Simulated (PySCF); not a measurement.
Compound: C₃H₆O₂Si.
Atom-mapped SMILES: `[O:1]=[CH:2][C@H:3]1[CH2:4][SiH2:5][O:6]1`

Geometry (GFN2-xTB, Å), atoms numbered from 1 in this order:
```xyz
12
C3H6O2Si angstrom
O     -2.615    0.679   -0.802
C     -1.790    0.066   -0.186
C     -0.407   -0.248   -0.665
C      0.570    0.847   -0.184
Si     1.376   -0.595    0.776
O      0.137   -1.384    0.006
H     -1.967   -0.286    0.849
H     -0.393   -0.412   -1.744
H      0.081    1.626    0.394
H      1.121    1.309   -0.995
H      2.682   -1.029    0.303
H      1.206   -0.573    2.222
```

NICS = −σ at a ghost point: NICS(0) at the centroid of the ring atoms, NICS(1) 1 Å to either side along the normal of their mean plane, zz for the tensor component along that normal. Level: GIAO PBE0/pcSseg-1 (PySCF, non-relativistic, gas phase) on the GFN2-xTB geometry, one conformer.

Ring bond lengths (Å), with Mayer bond orders in brackets: C3–C4 1.544 (0.95), C4–Si5 1.911 (0.92), Si5–O6 1.659 (0.99), O6–C3 1.427 (0.87).

What do the NICS probes read (ppm)?

```
        ring                                                    type  NICS(0)  NICS(1), two faces  NICS(1)zz, two faces  rms pucker (Å)  centre to ring atoms, mean (Å)
C3–C4–Si5–O6  4-membered ring with O and Si; formal bonds all single     -1.0           0.1 / 0.3             3.2 / 3.2            0.00                            1.15
```

What can be read from them?

- C3–C4–Si5–O6: mean NICS(1)zz 3.2 ppm, deshielded. C3, C4, Si5 have four or more neighbours, so the value isn't read as a sign of a π ring current.

At the second NICS(1) probe listed for ring C3–C4–Si5–O6, 1 Å off the ring, what do the in-plane components average?

The isotropic value is a third of the trace: (3 × 0.3 − (3.2))/2 = -1.2 ppm.

How shielded are the nuclei of the rings and their hydrogens (means over atoms taken as equivalent)?

| atoms | environment | σ isotropic (ppm) |
| --- | --- | --- |
| C3 | sp3 carbon bound to oxygen | 102.6 |
| C4 | sp3 carbon bound to silicon | 165.0 |
| Si5 | oxygen-bound silicon | 333.3 |
| O6 | silyl ether oxygen | 279.8 |
| H8 | methine hydrogen | 26.75 |
| H9 | methylene hydrogen | 29.86 |
| H10 | methylene hydrogen | 29.14 |
| H11 | Si–H hydrogen | 25.91 |
| H12 | Si–H hydrogen | 25.80 |
